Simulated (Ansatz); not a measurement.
H3AlClSi, SMILES `[SiH3][Al-][Cl]` (excited triplet) (charge -1, multiplicity 3). This triplet is an excited state, 1.05 eV above the relaxed singlet at the level frozen-core CCSD(T)/aug-cc-pVDZ // PBE0-D3(BJ)/def2-TZVPD (Ansatz, a first-principles code).

The numbers are results of BLYP/aug-cc-pVTZ // PBE0-D3(BJ)/def2-TZVPD in Ansatz, not measurements.

Ansatz 0.2 input:
```yaml
crystal:
  periodic: [false, false, false]
  atoms:
    - { symbol: Si, position_ang: [-0.720289, -0.046663, 0.031032] }
    - { symbol: Al, position_ang: [1.567747, -0.624467, 0.63732] }
    - { symbol: Cl, position_ang: [3.196504, 0.476184, -0.400165] }
    - { symbol: H, position_ang: [-1.65916, -0.896782, 0.842953] }
    - { symbol: H, position_ang: [-1.207599, 1.362432, 0.281524] }
    - { symbol: H, position_ang: [-1.177202, -0.270704, -1.392665] }
basis:
  gaussian: { orbitals: aug-cc-pVTZ }
hamiltonian:
  xc: blyp
total_charge: -1
magnetization:
  spin_polarized: true
  initial_magnetization: 2
```

Output:

```
Functional definition: BLYP
1222 factors; their error is unknown
mean field evaluation 1: about -27045.2518 eV, gradient 1.8e1 eV
mean field evaluation 2: about -27040.4581 eV, gradient 2.9e1 eV
mean field evaluation 4: about -27048.2727 eV, gradient 2.4e0 eV
mean field evaluation 8: about -27048.3178 eV, gradient 7.5e-2 eV
mean field evaluation 16: about -27048.2917 eV, gradient 1.2e-4 eV
mean field evaluation 32: about -27047.4456 eV, gradient 2.0e0 eV
mean field -27048.29166363 eV, -994.0063846477 hartree, gradient 2.1e-5 eV, S^2 2.002204; 4 other end points of the search recorded, 0 dependent functions left out
reference -27048.29203270 eV, -994.0063982110 hartree; 25, 23 occupied and 194, 196 virtual orbitals, 1222 factors
Total energy: -27048.29203270 eV, -994.0063982110 hartree
```
